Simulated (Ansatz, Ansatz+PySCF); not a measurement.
```yaml
atoms:
  - { symbol: O, position_ang: [0.0000, 0.0000, -0.3906] }
  - { symbol: H, position_ang: [0.0000, 0.0000, 3.1246] }
  - { symbol: N, position_ang: [30.0000, 0.0000, -0.4711] }
  - { symbol: H, position_ang: [30.0000, 0.0000, 3.2974] }
```

Basis set: 6-31G (spherical functions). Frozen core: 2 orbitals. Charge 0, multiplicity 4.

Computed with Ansatz (development build ahead of 0.2.0); each method stands on the lowest determinant of its kind that the runs found.

(1) Give the atomization energy at this shape (free ground-state atoms in the same class of orbitals less the molecule, no zero-point energy) of quartet H₂NO in separate pieces by UHF-CCSD(T), UHF-MP2, UHF.

Answers

(1)

```csv
method,atomization energy
UHF-CCSD(T),0.4 kJ/mol
UHF-MP2,0.4 kJ/mol
UHF,0.3 kJ/mol
```

Caution: the unrestricted determinant is a mixture of spin states. Caution for UHF-CCSD(T), UHF-MP2: bonds are stretched, where a single reference can fail.

This basis has no polarisation functions and is too small for such energies, which can lie far from measured ones in either direction.
